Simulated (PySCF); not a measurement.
PySCF input for Ta(O)(F)3 cation (F₃OTa), SMILES [O]=[Ta]([F])([F])[F] (connectivity only; charge and spin as stated), charge +1, multiplicity 2, B3LYP-D3(BJ)/def2-SVP. The structure is a stationary point at B3LYP-D3(BJ)/def2-SVP. The spin state was assumed, not searched. The isomer is the one that the SMILES or the coordinates give; other isomers of the formula were not compared. The def2 effective core potentials stand for the cores of Ta; spin–orbit coupling is left out.

```python
import numpy as np
from pyscf import gto, scf, dft, df
from pyscf.hessian import thermo

mol = gto.M(
    atom='''
    Ta    0.00699183    0.00590522   -0.00000000
    O     0.30005946   -1.86964503    0.00000006
    F     1.65133033    0.79280264   -0.00000001
    F    -0.98738068    0.41060314    1.47476205
    F    -0.98738066    0.41060305   -1.47476208
    ''',
    basis='def2-SVP',
    ecp={'Ta': 'def2-svp'},
    charge=1,
    spin=1,
    max_memory=1600,
    verbose=3,
)
mf = dft.UKS(mol, xc='b3lyp').density_fit(auxbasis='def2-universal-jkfit')
mf.disp = 'd3bj'
mf.grids.level = 3
mf.conv_tol = 1e-11
mf.max_cycle = 100
mf.kernel()
fine, coarse = mf.grids, dft.Grids(mol).set(level=1).build(with_non0tab=True)
for _ in range(3):  # follow internal instabilities
    mf.grids = coarse
    mo, _, stable, _ = mf.stability(return_status=True, nroots=4)
    mf.grids = fine
    if stable:
        break
    mf.kernel(mf.make_rdm1(mo, mf.mo_occ))

# [left out here: the lines that compute and print the analytic Hessian (its translational invariance restored by hand, since the grid's response is missing), thermochemistry and intensities]
```

Output:

```

WARN: HOMO -0.628109361164017 >= LUMO -0.628109361164019

converged SCF energy = -431.344734024706  <S^2> = 0.75483242  2S+1 = 2.0048266
<class 'pyscf.df.df_jk.DFUKS'> wavefunction is stable in the internal stability analysis

WARN: DFTD3 does not support analytical Hessian, using finite difference


WARN: Mole.unit (angstrom) is changed to Bohr

Mode                                 0                   1                   2
Irrep
Freq [cm^-1]                      -18.4671            153.3213            173.6661
Reduced mass [au]                  20.3366             21.2560             20.9885
Force const [Dyne/A]               -0.0041              0.2944              0.3730
Char temp [K]                     -26.5701            220.5953            249.8669
Normal mode                   x     y     z       x     y     z       x     y     z
       0  Ta                -0.00  0.00  0.02    0.01 -0.03  0.00   -0.02 -0.01 -0.00
       1   O                 0.00  0.00  0.02   -0.08 -0.05 -0.00    0.11  0.00 -0.00
       2   F                -0.00 -0.00 -0.17   -0.07  0.14 -0.00   -0.04  0.00  0.00
       3   F                -0.08 -0.06 -0.02    0.00  0.07 -0.04    0.09  0.06  0.06
       4   F                 0.08  0.06 -0.02    0.00  0.07  0.04    0.09  0.06 -0.06
Mode                                 3                   4                   5
Irrep
Freq [cm^-1]                      185.2638            194.1502            731.8646
Reduced mass [au]                  18.4803             18.3657             17.6239
Force const [Dyne/A]                0.3737              0.4079              5.5618
Char temp [K]                     266.5533            279.3389           1052.9902
Normal mode                   x     y     z       x     y     z       x     y     z
       0  Ta                -0.00 -0.00  0.02   -0.00  0.01  0.00    0.00 -0.02 -0.00
       1   O                 0.00  0.00 -0.19   -0.13 -0.01 -0.00   -0.04  0.23 -0.00
       2   F                 0.00 -0.00 -0.03   -0.02  0.06  0.00    0.01  0.01  0.00
       3   F                -0.02  0.09 -0.01    0.07 -0.08  0.07   -0.00  0.01  0.01
       4   F                 0.02 -0.09 -0.01    0.07 -0.08 -0.07   -0.00  0.01 -0.01
Mode                                 6                   7                   8
Irrep
Freq [cm^-1]                      769.3345            778.2233            785.1771
Reduced mass [au]                  21.4125             19.2424             21.7802
Force const [Dyne/A]                7.4670              6.8662              7.9113
Char temp [K]                    1106.9010           1119.6900           1129.6950
Normal mode                   x     y     z       x     y     z       x     y     z
       0  Ta                -0.00  0.00  0.03   -0.00 -0.01  0.00   -0.03 -0.00 -0.00
       1   O                -0.00  0.00 -0.01    0.01 -0.03 -0.00    0.01 -0.00  0.00
       2   F                -0.00 -0.00  0.00    0.13  0.06  0.00    0.15  0.07 -0.00
       3   F                 0.08 -0.03 -0.12   -0.07  0.03  0.10    0.06 -0.02 -0.08
       4   F                -0.08  0.03 -0.12   -0.07  0.03 -0.10    0.06 -0.02  0.08
temperature 298.1500 [K]
pressure 101325.00 [Pa]
Rotational constants [GHz] 3.22122 3.07098 2.92202
Symmetry number 1
Zero-point energy (ZPE) 0.00859 [Eh]   22555.594 [J/mol]
                           tot       elec      trans        rot        vib
Entropy [J/mol/K]       339.417      5.763    177.803    112.177     43.674
Cv [J/mol/K]             68.108      0.000     12.472     12.472     43.165
Cp [J/mol/K]             76.423      0.000     20.786     12.472     43.165
Internal energy [J/mol]                      3718.434   3718.434  29777.861
Internal energy [Eh]   -431.33056  -431.34473
Enthalpy [J/mol]                             6197.391   3718.434  29777.861
Enthalpy [Eh]          -431.32962
Gibbs free energy [J/mol]                  -46814.542 -29727.177  16756.521
Gibbs free energy [Eh] -431.36816
mode   freq/cm-1   IR/(km/mol)
   1      -18.47        22.072
   2      153.32        14.535
   3      173.67        12.677
   4      185.26         5.637
   5      194.15         2.054
   6      731.86        47.082
   7      769.33       131.310
   8      778.22        19.050
   9      785.18       117.550
max |gradient| / (hartree/bohr): 0.0002695635791348662
APT charges: [ 2.9985 -0.3285 -0.5631 -0.5535 -0.5535]
```

The run converged. The end point has an imaginary mode, so it is no minimum.

Cost: very roughly 2.6 core-minutes.
